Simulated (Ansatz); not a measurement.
Total energies of Ge14H20, a nanocrystal cut from cubic germanium from Ansatz at B97M-V/def2-TZVP, gas phase (1 Eh = 27.2114 eV = 2625.5 kJ/mol). The reference geometry is relaxed at PBE-D4/def2-SVP.

```xyz
34

Ge   -1.8559   -1.4586    2.8273
Ge    0.9442   -0.7135   -3.4915
Ge    1.2114   -1.9789    0.2871
Ge   -2.1179   -0.1938   -0.9787
Ge   -1.8455    2.4549    2.0309
Ge    1.2223    1.9267   -0.5084
Ge    1.4964    0.6682    3.2967
Ge   -1.4948   -0.6660   -3.2989
Ge   -1.2284   -1.9271    0.5074
Ge   -0.9424    0.7121    3.4923
Ge    1.8465   -2.4556   -2.0289
Ge    1.8573    1.4571   -2.8259
Ge    2.1137    0.1927    0.9759
Ge   -1.2175    1.9776   -0.2870
H    -1.3015   -2.5782    3.7581
H    -3.4080   -1.4450    2.9605
H     1.3443   -1.0159   -4.9700
H     1.7835   -3.0878    1.2269
H    -3.6745   -0.1632   -0.8503
H    -3.3977    2.5021    2.1561
H    -1.2848    3.8462    2.4519
H     1.8013    3.3117   -0.0758
H     2.0870   -0.4270    4.2343
H     2.0889    2.0433    3.7272
H    -2.0903   -2.0379   -3.7356
H    -2.0802    0.4339   -4.2342
H    -1.8075   -3.3127    0.0769
H    -1.3415    1.0142    4.9711
H     1.2929   -3.8486   -2.4534
H     3.3994   -2.4965   -2.1479
H     3.4102    1.4405   -2.9504
H     1.3099    2.5760   -3.7615
H     3.6699    0.1610    0.8425
H    -1.7905    3.0878   -1.2247
```

| state | geometry | energy (Eh) |
| --- | --- | --- |
| charge 0 singlet | reference | -29084.95851 |
| charge 1 doublet | reference | -29084.66205 |
| free Ge atom (triplet) | – | -2076.51998 |
| free H atom (doublet) | – | -0.50030 |

Single mean-field runs in def2-TZVP are fitted with def2-universal-jkfit.

Work out the vertical ionisation energy to the doublet.

E(charge 1 doublet) − E(charge 0 singlet) = -29084.66205 − (-29084.95851) = 0.29646 Eh = 8.07 eV. For comparison, −ε of the highest occupied level is 6.51 eV at this level, 1.56 eV less.

What is the binding energy per atom against free atoms?

Atoms: 14 × (-2076.51998) + 20 × (-0.50030) = -29081.28572 Eh. Binding: -29081.28572 − (-29084.95851) = 3.67279 Eh = 99.94 eV, or 2.94 eV for each of 34 atoms (no zero-point energy, no counterpoise term).
